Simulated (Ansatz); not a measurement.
Computed with Ansatz on PBE0-D4/def2-TZVP structures; ΔE is electronic, products minus reactants. CBS: MP2 limit from def2 TZ/QZ plus the TZ coupled-cluster correction, frozen cores. This one scheme is used for every species. Functionals use def2-TZVPP. B3LYP here is the variant with VWN-RPA as its local correlation; programs differ in this. One conformer a species, not always the lowest.

Reaction (formal exchange of groups at the Si–C bond): `O[SiH](Cl)C1=CN1` + CH₄ → `C[SiH](O)Cl` + `C1=CN1`

| level | ΔE (kJ/mol) | difference from CCSD(T)/CBS |
| --- | --- | --- |
| PBE-D4 | 39.0 | 4.2 |
| r2SCAN-D4 | 40.2 | 5.4 |
| PBE0-D4 | 35.5 | 0.7 |
| B3LYP-D4 | 40.2 | 5.4 |
| ωB97M-V | 31.8 | -3.0 |
| B2PLYP | 38.1 | 3.3 |
| PBE0 | 33.1 | -1.7 |
| B3LYP | 36.5 | 1.7 |
| HF/def2-TZVPP | 32.4 | -2.4 |
| SCS-MP2/def2-TZVPP | 38.8 | 4.0 |
| CCSD/def2-TZVPP | 33.1 | -1.7 |
| MP2/def2-QZVPP | 39.2 | 4.4 |
| SCS-MP2/def2-QZVPP | 38.1 | 3.3 |
| HF/CBS(def2) | 32.1 | -2.7 |
| MP2/CBS(def2) | 38.8 | 4.0 |
| CCSD/CBS(def2) | 32.1 | -2.7 |
| CCSD(T)/CBS | 34.8 | 0 |

Largest T1 diagnostic among the species: 0.012.

From PBE to PBE0 (25 % exact exchange), in def2-TZVPP and without D4, ΔE moves by −3.5 kJ/mol. In def2-TZVPP, CCSD(T) changes the Hartree–Fock value by +3.4 kJ/mol (the triples alone add +2.7 kJ/mol) and MP2 by +7.4 kJ/mol. The D4 term adds +3.8 kJ/mol with B3LYP and +2.4 kJ/mol with PBE0; it sums over pairs of atoms, weighted by their polarisabilities, and B3LYP, whose exchange is more repulsive, gets the larger term.
